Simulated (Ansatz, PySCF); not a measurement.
Energy difference R1 → P1, each structure at its B3LYP-D3(BJ)/def2-TZVP stationary point, reached from a drawn start; harmonic modes at that level show minima.
R1, CHN (SMILES C#N) (charge 0, multiplicity 1, Z-matrix in Å and degrees):
```
C
N 1 1.1462
H 1 1.0667 2 180.00
```
P1, CHN (SMILES [C-]#[NH+]) (charge 0, multiplicity 1):
```xyz
3

C      1.0925     0.1875     0.0000
N     -0.0547    -0.0094     0.0000
H     -1.0378    -0.1782     0.0000
```

P less R. No zero-point or thermal terms.

Cores are frozen in the correlated methods.

Codes used: Ansatz (Gaussian basis) for Hartree–Fock, density functionals and correlated methods; PySCF for the D3/D4 terms. All values are computed, each at the level named.

The comparison value is 0.640 eV (CCSD(T)/cc-pVQZ). It is a level with limits of its own, not the exact answer.

**Question.** Order these levels by how close they come to the comparison value for the reaction energy, closest first: B3LYP-D4/def2-TZVPP, HF/cc-pVTZ, PBE0-D3(BJ)/def2-TZVPP, HF/cc-pVDZ, PBE/def2-TZVPP. Give each level's value less the comparison value.

**Answer.** PBE/def2-TZVPP (0.005 eV), B3LYP-D4/def2-TZVPP (-0.039 eV), PBE0-D3(BJ)/def2-TZVPP (-0.049 eV), HF/cc-pVDZ (-0.161 eV), HF/cc-pVTZ (-0.197 eV)

Ansatz is a quantum-chemistry and plane-wave program.
